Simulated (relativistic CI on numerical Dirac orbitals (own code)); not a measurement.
**d1 to d9 in one octahedral field**

Computed with a parametric ligand-field model without spin-orbit coupling, by exact diagonalisation: B = 900, C = 4240, 10Dq = 29500 cm⁻¹ (Oh; |10Dq|/B = 32.8) for every shell. Energies in cm⁻¹; the field energy is (0.6 n_e − 0.4 n_t2) × 10Dq of the ground term; g labels are left out.

```csv
Shell,Ground term,Electrons in e,Field energy,First spin-allowed bands,Lowest term of other spin
d1,2T2,0.000,-11800,2E 29500,
d2,3T1,0.019,-23027,"3T2 27560, 3T1 39120",1T2 14304
d3,4A2,0.000,-35400,"4T2 29500, 4T1 39015",2E 19555
d4,3T1,0.033,-46238,"3E 25807, 3T1 26917",5E 4286
d5,2T2,0.058,-57301,"2A2 24734, 2T1 25030",6A1 5819
d6,1A1,0.045,-69475,"1T1 26751, 1T2 38549",3T1 17707
d7,2E,1.032,-52143,"2T1 26526, 2T2 27496",4T1 9571
d8,3A2,2.000,-35400,"3T2 29500, 3T1 39015",1E 15518
d9,2E,3.000,-17700,2T2 29500,
```

Low spin: d4, d5, d6, d7; the other shells keep the spin of the free ion. Only d4 to d7 can choose; the field needed to pair spins is smallest for d6 and largest for d5, which loses most exchange energy. In the strong-field picture 10Dq must exceed about 6B + 5C = 26600 (d4), 7.5B + 5C = 27950 (d5), 2.5B + 4C = 19210 (d6) and 4B + 4C = 20560 (d7); mixing of terms shifts these bounds somewhat.
